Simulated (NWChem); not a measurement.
Species: GeF cation, singlet

```xyz
2

F      0.0000     0.0000    -1.3338
Ge     0.0000     0.0000     0.3751
```
Atoms are numbered in this order, from 1.

Computed with NWChem. Pople sets run with spherical d functions. Low-valent species are run as closed-shell singlets; no triplet was tried in these runs. Coordinates come from a PBE-D3(BJ)/def2-SVP optimisation. Total energies compare along this basis series because the functional is fixed.

| level | basis functions | energy (Ha) | highest occupied level (eV) | orbital gap (eV) |
|---|---|---|---|---|
| PBE0/STO-3G | 23 | -2150.8934 | -14.11 | 6.30 |
| PBE0/3-21G | 31 | -2165.6112 | … | … |
| PBE0/6-31G* | 46 | -2175.9132 | -17.82 | 7.82 |
| PBE0/6-311G** | 62 | -2176.1852 | -17.86 | 7.82 |

Some entries are withheld; supply them.


- PBE0/3-21G, highest occupied level (eV): -17.12
- PBE0/3-21G, orbital gap (eV): 7.50
